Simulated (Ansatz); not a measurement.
`CO[Si](N)F`, charge 0, multiplicity 2.

Q: Give a relaxed structure at PBE0-D4/def2-TZVP (Ansatz 0.2.0). (Best estimate.)

A: Computed: 
Cartesian coordinates in Å:
```
C -0.391 -1.132 -1.068
O 0.482 -0.015 -1.119
Si 1.059 0.783 0.176
N -0.237 1.322 1.164
F 1.897 -0.190 1.140
H -0.878 -1.225 -2.039
H -1.154 -1.006 -0.295
H 0.173 -2.047 -0.866
H -0.906 1.969 0.776
H -0.044 1.541 2.130
```
This is one stationary point; other conformers may exist.
